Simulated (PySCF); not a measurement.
# Assignment exercise: C₄HF₇O₂

Atoms are numbered as in `[O:1]=[C:2]([OH:3])[C:4]([F:5])([F:6])[C:7]([F:8])([F:9])[C:10]([F:11])([F:12])[F:13]`. Hydrogens are named by the atom that carries them.

[PySCF 2.14.0 with density-fitted response routines: geometry: GFN2-xTB; GIAO PBE0/pcSseg-1 shieldings; one conformer; no solvent model; one averaged value for each set of equivalent atoms; non-relativistic Hamiltonian]

Referencing at the same level of theory: TMS for 13C (σ = 186.93 ppm).

Question: Assign these signals to the numbered atoms. 13C{1H} NMR (computed): δ 163.9 (C), 127.2 (C), 116.7 (C), 116.2 (C).

Answer: 
163.9 → C2, carboxylic acid carbon: lone-pair donation from the attached heteroatom keeps it upfield of a ketone carbonyl
127.2 → C10, CF3 carbon: 3 electronegative neighbours deshield it
116.7 → C7, fully substituted sp3 carbon bonded to 2 F: 2 electronegative neighbours deshield it
116.2 → C4, fully substituted sp3 carbon bonded to 2 F, α to a carbonyl: 2 electronegative neighbours deshield it

C7 and C4 lie closer than the usual error of such a calculation, so a measured spectrum could show them in the other order.

Splittings by 19F in the carbon and heteronuclear signals aren't shown, as no couplings were computed. Shifts are as computed. Against solution values, carbons near 30 ppm lie about +3 ppm off and those near 130 ppm about +5 ppm. Of 1211 compounds with measured shifts, 218 miss one by over three times the rms of a fit or turn the order of signals round; such compounds aren't used in these exercises. The C=O carbon of an acid or of an amide with N–H lies up to 10 ppm further downfield in solution, through hydrogen bonding that the calculation lacks.
